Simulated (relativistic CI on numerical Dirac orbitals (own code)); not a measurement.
**d7 in a ligand field**

Computed with a parametric ligand-field model of a d^n configuration (Racah B and C, spin-orbit zeta, crystal field), exact diagonalisation.

Field parameters in Wybourne normalisation: Oh B⁴₀ = 21Dq, B⁴₄ = √(5/14) B⁴₀. The field is a parameter set, without covalency.

(1) Ground term and bands for B = 380, C = 1350, ζ = 0 cm⁻¹, Oh, 10Dq = 5700 cm⁻¹?

(2) Ground term and bands for B = 380, C = 1350, ζ = 0 cm⁻¹, Oh, 10Dq = 14060 cm⁻¹?

(3) Ground term and bands for B = 380, C = 1350, ζ = 0 cm⁻¹, Oh, 10Dq = 17100 cm⁻¹?

(4) Ground term and bands for B = 380, C = 1350, ζ = 0 cm⁻¹, Oh, 10Dq = 4180 cm⁻¹?

(5) Ground term and bands for B = 380, C = 1350, ζ = 0 cm⁻¹, Oh, 10Dq = 6460 cm⁻¹?

Answers

(1) Ground term 4T1 with 2.05 electrons in the two orbitals of the cubic e set. Spin-allowed: 4T2 5098 cm⁻¹ (1961 nm), 4T1 10196 cm⁻¹ (981 nm), 4A2 10798 cm⁻¹ (926 nm). Lowest spin-forbidden: 2E 1062 cm⁻¹, 2T1 5992 cm⁻¹ (1669 nm), 2T2 6175 cm⁻¹ (1619 nm).

(2) Ground term 2E with 1.02 electrons in the two orbitals of the cubic e set. Spin-allowed: 2T1 13055 cm⁻¹ (766 nm), 2T2 13345 cm⁻¹ (749 nm), 2T1 15678 cm⁻¹ (638 nm), 2T2 21462 cm⁻¹ (466 nm). Lowest spin-forbidden: 4T1 7239 cm⁻¹ (1381 nm), 4T2 20451 cm⁻¹ (489 nm), 4T1 25304 cm⁻¹ (395 nm).

(3) Ground term 2E with 1.02 electrons in the two orbitals of the cubic e set. Spin-allowed: 2T1 16050 cm⁻¹ (623 nm), 2T2 16355 cm⁻¹ (611 nm), 2T1 18740 cm⁻¹ (534 nm), 2T2 24815 cm⁻¹ (403 nm). Lowest spin-forbidden: 4T1 10268 cm⁻¹ (974 nm), 4T2 26478 cm⁻¹ (378 nm), 4T1 31288 cm⁻¹ (320 nm).

(4) Ground term 4T1 with 2.07 electrons in the two orbitals of the cubic e set. Spin-allowed: 4T2 3672 cm⁻¹ (2724 nm), 4A2 7852 cm⁻¹ (1274 nm), 4T1 8863 cm⁻¹ (1128 nm). Lowest spin-forbidden: 2E 2556 cm⁻¹, 2T1 6043 cm⁻¹ (1655 nm), 2T2 6172 cm⁻¹ (1620 nm).

(5) Ground term 4T1 with 2.05 electrons in the two orbitals of the cubic e set. Spin-allowed: 4T2 5821 cm⁻¹ (1718 nm), 4T1 10882 cm⁻¹ (919 nm), 4A2 12281 cm⁻¹ (814 nm). Lowest spin-forbidden: 2E 311 cm⁻¹, 2T1 5968 cm⁻¹ (1676 nm), 2T2 6170 cm⁻¹ (1621 nm).
